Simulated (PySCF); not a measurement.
Basis set benchmark on one molecule

Molecule: 2-amino-1-fluorobenzene (SMILES FC1=CC=CC=C1N).

Atoms are numbered as in `[NH2:1][c:2]1[cH:3][cH:4][cH:5][cH:6][c:7]1[F:8]`; H(Xn) means a hydrogen on atom n.

Geometry PBE0-D3(BJ)/def2-SVP throughout; GIAO in PySCF, gas phase, one conformer, non-relativistic; equivalent atoms averaged; functional PBE0.

Reference values (measured; solution, CDCl3; Viesser, Ducati, Tormena, Autschbach, PCCP 2018 (ESI)): δ(C7) = 151.9 ppm. Computed shifts are taken against TMS, calculated as an isolated molecule at each level.

**Question.** How do the basis sets STO-3G, pcSseg-0, 6-31G, 6-31G*, cc-pVDZ, def2-SVP, pcSseg-1, aug-cc-pVDZ, 6-311+G(2d,p), def2-TZVP, cc-pVTZ perform against the reference? Times are CPU seconds on 1 thread of an Arm Neoverse V1, shared host.

**Answer.** 
| basis set | functions | C7 | abs. error C | core-s |
| --- | --- | --- | --- | --- |
| STO-3G | 46 | 119.5 | 32.4 | 4.1 |
| pcSseg-0 | 84 | 164.3 | 12.4 | 7.3 |
| 6-31G | 84 | 146.0 | 5.9 | 8.6 |
| 6-31G* | 124 | 143.0 | 8.9 | 13 |
| cc-pVDZ | 142 | 148.9 | 3.0 | 14 |
| def2-SVP | 142 | 148.6 | 3.3 | 13 |
| pcSseg-1 | 166 | 156.9 | 5.0 | 22 |
| aug-cc-pVDZ | 238 | 148.8 | 3.1 | 31 |
| 6-311+G(2d,p) | 252 | 155.5 | 3.6 | 34 |
| def2-TZVP | 284 | 157.7 | 5.8 | 41 |
| cc-pVTZ | 324 | 156.3 | 4.4 | 49 |

For 13C the closest is cc-pVDZ (3.0 ppm, with aug-cc-pVDZ practically level) and the furthest STO-3G (32.4 ppm). Where a smaller basis beats a larger one, errors probably cancel. One molecule is a small sample, and vibrational and solvent effects are absent from the calculation.

A small basis that lands close on one nucleus may do so by chance; judge by the trend and by all nuclei.
